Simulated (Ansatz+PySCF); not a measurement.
singlet CuH: levels of theory in one basis

```yaml
atoms:
  - { symbol: Cu, position_ang: [0.0000, 0.0000, -0.0984] }
  - { symbol: H, position_ang: [0.0000, 0.0000, 2.8538] }
```

Basis set: cc-pVDZ (spherical functions). Left uncorrelated: 5 orbitals. Charge 0, multiplicity 1.

Computed with Ansatz (development build ahead of 0.2.0); each method stands on the lowest determinant of its kind that the runs found. NEVPT2 correlates all electrons. Active spaces start from the frontier orbitals, and the lowest solution found is given.

```tsv
method	E − E(RHF) (eV)	<S²> of the determinant
RHF	0.00	0.00
UHF	-1.15	0.91
RHF-MP2	-18.24	–
RHF-CCSD	-16.34	–
RHF-CCSD(T)	-16.94	–
UHF-CCSD(T)	-16.79	0.91
RHF-CCSDT(Q)	-16.96	–
CASSCF(2,2)	-1.41	–
SC-NEVPT2(2,2)	-19.72	–
```

Question: What does UHF-MP2 give on the same scale?

Answer: -19.04 eV.

Question: Is a single determinant a sound starting point here?

Answer: It is doubtful. Unrestricted orbitals lower Hartree–Fock by 1.15 eV and <S²> is 0.91 where a pure state has 0.00, a sign of strong static correlation. The CASSCF(2,2) natural occupations are 1.61, 0.39.

Caution for RHF, RHF-MP2, RHF-CCSD, RHF-CCSD(T), RHF-CCSDT(Q): an unrestricted determinant lies well below. Caution for UHF, UHF-MP2, UHF-CCSD(T): the unrestricted determinant is a mixture of spin states. Caution for RHF-MP2, RHF-CCSD, RHF-CCSD(T), RHF-CCSDT(Q): large amplitudes, a single reference is doubtful. Caution for UHF-MP2, UHF-CCSD(T): bonds are stretched, where a single reference can fail; a plain start can end on a higher determinant. Caution for UHF-CCSD(T): another reference gives a lower total.
